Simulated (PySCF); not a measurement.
O2Se, SMILES O=[Se]=O.

Geometry: ωB97X-D3(BJ)/def2-TZVP.

The numbers are results of PySCF with PBE/def2-TZVPD, not measurements.

Isolated molecule, no solvent.

The total energy comes out as -2551.51575 hartree and the point group comes out as C2v. The highest occupied level is -7.73 eV and the lowest empty level is -4.92 eV. The orbital gap comes out as 2.81 eV and the dipole moment comes out as 2.57 D. The quadrupole, principal values (traceless, Buckingham form, about the centre of nuclear charge) is -6.26, 1.11, 5.15 D·Å. The mean static polarisability is 32.7 bohr³ (4.85 Å³) and the polarisability, principal values is 24.3, 30.6, 43.3 bohr³.
